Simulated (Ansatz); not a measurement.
Ansatz (an electronic-structure program) input (B3LYP/def2-TZVPD):

Ansatz 0.2 input:
```yaml
crystal:
  periodic: [false, false, false]
  atoms:
    - {symbol: Sn, position_ang: [0.13048614, -0.08034171, 0.14751107]}
    - {symbol: O, position_ang: [0.91486065, 0.50158195, -1.49450894]}
    - {symbol: O, position_ang: [-1.73039902, 0.00055375, 0.57256472]}
basis:
  gaussian:
    orbitals: def2-TZVPD
hamiltonian:
  xc: {name: B3LYP}
total_charge: -1
magnetization: {spin_polarized: true, initial_magnetization: 1}
output: {forces: true}
```

End of the output:

```
832 factors; their error is unknown
mean field: 0.59 GiB planned
mean field evaluation 1: about -9926.8742 eV, gradient 2.4e1 eV
mean field evaluation 2: about -9901.3580 eV, gradient 8.2e1 eV
mean field evaluation 4: about -9929.4654 eV, gradient 2.4e0 eV
mean field evaluation 8: about -9929.4898 eV, gradient 4.6e-2 eV
mean field evaluation 16: about -9929.5591 eV, gradient 2.6e-4 eV
mean field -9929.55912654 eV, -364.9045674036 hartree, gradient 2.1e-5 eV, S^2 0.764678; 2 other end points of the search recorded, 0 dependent functions left out
the calculation of the forces begins
reference -9929.55932733 eV, -364.9045747824 hartree; 20, 19 occupied and 116, 117 virtual orbitals, 832 factors
Total energy: -9929.55932733 eV, -364.9045747824 hartree
Atom 0 at     0.130486    -0.080342     0.147511 Å, force    -0.040105     0.024693    -0.045338 eV/Å
Atom 1 at     0.914861     0.501582    -1.494509 Å, force     0.035166    -0.009484     0.010859 eV/Å
Atom 2 at    -1.730399     0.000554     0.572565 Å, force     0.004940    -0.015209     0.034479 eV/Å
Dipole moment:     0.425341    -0.261887     0.480837 e Å
```
